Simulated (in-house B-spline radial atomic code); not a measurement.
Values are calculated unless marked as measured or tabulated.
## Softness against transferability: the 3p channel of Cu

Cu, [Ar] 3d10 4s1, non-relativistic PBE, spherical and spin-unpolarised, from a B-spline radial code for spherical atoms (atomic units). The all-electron 3p level is ε = -2.612996 hartree, its outermost node lies just inside 0.27 bohr and its outer maximum at 0.62 bohr.

Troullier-Martins pseudo-orbitals are made for several radii. The cutoffs (hartree) are the plane-wave energies beyond which the orbital holds less than the named kinetic energy per electron. The phase error is the difference, pseudo minus all-electron, of arctan(R P'/P) at R = 1.17 bohr for all radii, half a hartree below and above the level.

| r_c (bohr) | V_l(0) (hartree) | cutoff for 10 mEh | for 1 mEh | for 0.1 mEh | phase error at ε − 0.5 (mrad) | at ε + 0.5 (mrad) |
| --- | --- | --- | --- | --- | --- | --- |
| 0.47 | -110.92 | 262 | > 450 | > 450 | -1.6 | -0.3 |
| 0.54 | -36.95 | 157 | 303 | > 450 | -1.0 | -0.2 |
| 0.62 | -13.00 | 38.4 | 88.7 | 180 | -0.8 | -0.2 |
| 0.7 | -10.39 | 59.2 | 90.9 | 167 | -0.6 | -0.1 |
| 0.78 | -11.94 | 36.3 | 82.4 | 146 | -0.8 | -0.2 |
| 0.87 | -13.71 | 33.6 | 69.1 | 89.8 | -1.2 | -0.2 |

Question: Which radius needs the lowest cutoff for 1 mEh while both phase errors stay within 1.1 mrad?

Answer: The radii within that limit are 0.54, 0.62, 0.7, 0.78 bohr; of these r_c = 0.78 needs the least, 82.4 hartree, that is 165 Ry or 2242 eV.
